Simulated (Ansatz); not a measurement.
The same ligand exchange along the group B, Al, Ga, In.

Calculated with Ansatz (gas phase, PBE0-D4/def2-TZVP geometries, no zero-point term in ΔE). CCSD(T)/CBS is the MP2 limit (def2-TZVPP, def2-QZVPP) plus CCSD(T) − MP2 in def2-TZVPP, frozen cores. DFT in def2-TZVPP. def2 core potentials past Kr. For Ga, In, Se outer-core shells are correlated without core-valence functions, which leaves a few kJ/mol of doubt a bond. Scalar relativity is left out up to krypton. One conformer a species, not always the lowest.

```csv
reaction,MP2/CBS(def2) (kJ/mol),LDA (SPW92) (kJ/mol),ωB97X-V (kJ/mol),ωB97M-V (kJ/mol),CCSD(T)/CBS(def2) (kJ/mol)
`ClB(Cl)[SeH]` + `O[SiH3]` → `[SiH3]OB(Cl)Cl` + H₂Se,-61,-68,-76,-77,-68
`[Cl][Al]([Cl])[SeH]` + `O[SiH3]` → `[SiH3][O][Al]([Cl])[Cl]` + H₂Se,-32,-27,-40,-38,-36
`[Cl][Ga]([Cl])[SeH]` + `O[SiH3]` → `[SiH3][O][Ga]([Cl])[Cl]` + H₂Se,43,47,35,39,39
`[Cl][In]([Cl])[SeH]` + `O[SiH3]` → `[SiH3][O][In]([Cl])[Cl]` + H₂Se,80,87,73,78,75
```

Largest T1 diagnostic: 0.014, for `[SiH3][O][In]([Cl])[Cl]`.
